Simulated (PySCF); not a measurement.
CrH2: from structure and modes to constants

Level of theory: PySCF, UPBE, basis Cr def2-TZVP, H def2-TZVP (no relativity, density fitting).

The quintet minimum has C2v symmetry. Masses (u): Cr 51.94051, H 1.00782.

```xyz
3
charge 0 multiplicity 5, angstrom
Cr    0.0000    0.0000   -0.0354
H     1.3348    0.0000    0.9124
H    -1.3348    0.0000    0.9124
```

Harmonic wavenumbers (cm⁻¹): 591.2 (a1, ×1), 1669.8 (b2, ×1), 1676.6 (a1, ×1).

Question: Find the principal moments of inertia and the rotational constants. What kind of rotor is it?

Answer: About the centre of mass I = 1.7432, 3.591, 5.3342 u Å². With B = 16.8576/I this gives 9.67, 4.694, 3.16 cm⁻¹. The molecule is an asymmetric top with κ = -0.53.

Question: What is the harmonic zero-point energy?

Answer: Half the sum of all 3 wavenumbers, 3938/2 = 1969 cm⁻¹, which is 23.6 kJ/mol (1 cm⁻¹ = 0.0119627 kJ/mol).

Question: Find the vibrational entropy and heat capacity at 298.15 K.

Answer: With u = 1.43878 ω/T, each mode gives S = R[u/(eᵘ−1) − ln(1−e⁻ᵘ)] and C = R u² eᵘ/(eᵘ−1)².
```csv
ω (cm⁻¹),u,S (J/(mol K)),C (J/(mol K))
591.2,2.853,1.95,4.40
1669.8,8.058,0.02,0.17
1676.6,8.091,0.02,0.17
```
The sums over all modes are S = 2.0 and C = 4.7 J/(mol K); the softest mode gives 98 % of the entropy.

Question: Give the standard entropy (298.15 K, 1 bar) by its translational, rotational, vibrational and spin parts, and Cp.

Answer: Sackur–Tetrode with M = 53.96 u gives 158.6; rotation with symmetry number 2 gives 57.3; vibration 2.0; spin R ln 5 = 13.4. The total is 231.3 J/(mol K), and Cp = 4 R + 4.7 = 38.0 J/(mol K).

Other isomers or separated fragments may lie lower. With open d or f shells other occupations or spin states may lie lower.
